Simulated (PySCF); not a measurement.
Excitation energy of Si by level of theory

Si [Ne] 3s2 3p2 (3P) → Si [Ne] 3s2 3p1 4s1 (3P), as a difference of total energies. Computed with PySCF 2.14 in dyall-av2z (13s9p2d, 50 functions), with the non-relativistic Hamiltonian (point nucleus). Correlated levels: valence: [Ne] frozen; virtual orbitals above 40 to 60 times the deepest correlated orbital energy dropped. The calculations carry no spin-orbit coupling.

```csv
method,excitation energy (cm⁻¹)
UHF,39314
MP2 (valence),40162
SCS-MP2 (valence),39895
CCSD (valence),40161
CCSD(T) (valence),40151
CCSDT (valence),40131
```

The promoted electron is Rydberg-like, and one or two diffuse shells describe it only roughly, which tends to raise the upper state.
